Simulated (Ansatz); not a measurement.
All numbers were calculated with Ansatz.

Basis-set series for CH$_{4}$AlClS, SMILES `C[S][AlH][Cl]`. The species carries charge 0 and has multiplicity 1. All single points use the PBE0-D4/def2-TZVP geometry. It is one conformer, not always the lowest.

```
functional       basis  functions  energy (Eh)  HOMO (eV)  LUMO (eV)
   PBE0-D4    def2-SVP         88  -1140.61260      -7.35      -0.99
   PBE0-D4  def2-TZVPP        213  -1141.04100      -7.41      -1.11
   ωB97M-V    def2-SVP         88  -1140.97534      -9.45       0.75
   ωB97M-V  def2-TZVPP        213  -1141.40382      -9.57       0.53
```

**Question.** Give the rows for def2-QZVPP. (An estimate is asked.)

**Answer.** The calculation gave: 
| functional | basis | functions | energy (Eh) | HOMO (eV) | LUMO (eV) |
| --- | --- | --- | --- | --- | --- |
| PBE0-D4 | def2-QZVPP | 387 | -1141.07644 | -7.44 | -1.17 |
| ωB97M-V | def2-QZVPP | 387 | -1141.43787 | -9.60 | 0.35 |

Positive LUMOs are unbound and depend on the basis.
